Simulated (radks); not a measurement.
The numbers below are computed, except where a source is named.
Problem. All-electron atom: Gd26+ in [Kr] 4d2. Level of theory: scalar-relativistic Kohn-Sham, BLYP, spin-polarised, spherical densities, finite nucleus; open shells are filled with parallel spins first (spin-orbit coupling, left out, can overturn this in heavy ions); Fermi nuclear charge, rms radius 5.1569 fm (a radial shooting solver on a logarithmic mesh with Libxc functionals). Some entries of the table are withheld. Estimate them.

orbital  occ.  eigenvalue (hartree)  r(max) (bohr)
1s up       1             -1872.570        0.01392
1s down     1             -1872.569        0.01392
2s up       1             -335.4487        0.07900
2s down     1             -335.3874        0.07899
2p up       3             -302.0398        0.06393
2p down     3             -301.9911        0.06393
3s up       1             -97.79406         0.2234
3s down     1             -97.76257         0.2234
3p up       3             -87.43833         0.2190
3p down     3             -87.40322         0.2190
3d up       5             -73.94497         0.1787
3d down     5             -73.89279         0.1788
4s up       1                   (1)         0.4938
4s down     1                   (2)         0.4936
4p up       3             -37.10298         0.5080
4p down     3             -36.92164         0.5078
4d up       2             -32.04483         0.5087
4d down     0             -31.86570         0.5085

Solution. 
(1) 4s up eigenvalue (hartree): -40.84477
(2) 4s down eigenvalue (hartree): -40.66220
